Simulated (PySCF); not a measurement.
**Static response to an electric field**

Species: C9H9NS.
SMILES with atom numbers: `[CH3:1][CH2:2][c:3]1[cH:4][s:5][c:6]2[cH:7][n:8][cH:9][cH:10][c:11]12` (hydrogens: H12, H13, H14 on C1; H15, H16 on C2; H17 on C4; H18 on C7; H19 on C9; H20 on C10)

Cartesian coordinates in Å at the PBE0-D3(BJ)/def2-SVP level; atoms count from 1:
```xyz
20
C9H9NS angstrom
C     -2.629   -1.015    0.120
C     -1.790   -0.345   -0.965
C     -0.703    0.528   -0.413
C     -0.746    1.891   -0.350
S      0.635    2.623    0.393
C      1.347    1.062    0.656
C      2.578    0.755    1.249
N      2.999   -0.491    1.374
C      2.220   -1.483    0.916
C      0.987   -1.290    0.313
C      0.517    0.026    0.172
H     -3.406   -1.657   -0.321
H     -3.126   -0.262    0.751
H     -2.010   -1.640    0.781
H     -1.337   -1.115   -1.613
H     -2.439    0.258   -1.619
H     -1.549    2.531   -0.718
H      3.232    1.549    1.628
H      2.614   -2.498    1.041
H      0.402   -2.142   -0.041
```

Level: CAM-B3LYP/def2-SVPD (PySCF), static field, nuclei fixed, core orbitals frozen in the response. The polarisability tensor in these axes (au):

```
x   140.68  -4.96  25.69
y    -4.96 152.17  -0.94
z    25.69  -0.94  91.03
```

Give the principal values, the mean and the anisotropy Δα = √{½[(α1 − α2)² + (α2 − α3)² + (α1 − α3)²]}.

Principal values 80.12, 146.94 and 156.83 au; mean 127.96 au = 18.96 Å³ = 21.10 × 10⁻⁴⁰ C²·m²/J; Δα = 72.28 au (56 % of the mean).

What is the dipole moment, and where does it point?

(-2.94, 0.02, -1.37) D, 3.24 D in size, pointing from the negative to the positive side. Measured along this direction, the outermost atoms are H18 at the negative end and H12 at the positive end.

Find the Langevin capture rate constant for H3O+ (19.018 u) meeting this molecule (163.046 u), k = 2.342 × 10⁻⁹ cm³/s × √(α in Å³ / reduced mass in u).

The reduced mass is 17.03 u, so k = 2.47 × 10⁻⁹ cm³/s. The formula leaves out the permanent dipole, which adds to the capture rate.

Estimate the molar refractivity from the static electronic polarisability.

Lorentz–Lorenz: R = (4π/3)N_A α = 2.5225 cm³/(mol·Å³) × 18.96 Å³ = 47.8 cm³/mol, in the limit of long wavelengths.

Refractivity n − 1 of an ideal gas of it at 273.15 K and 1 atm, from the electronic α?

N = p/kT = 2.6868 × 10¹⁹ cm⁻³, so n − 1 = 2π × N × 18.96 × 10⁻²⁴ cm³ = 3201 × 10⁻⁶ at long wavelengths, for an ideal gas.

Rayleigh depolarisation ratio (linearly polarised light, static tensor)?

ρ = 3Δα²/(45ᾱ² + 4Δα²) = 15672.1/(736839 + 20896.1) = 0.0207.

Geometry: PBE0-D3(BJ)/def2-SVP, one conformer, isolated molecule.

The run behind these numbers computed excited states as well. Time: 55 s wall, 2.0 min CPU; peak memory 1.9 GiB. Hardware: 2 threads of an Intel Xeon 6975P-C, on a shared host.
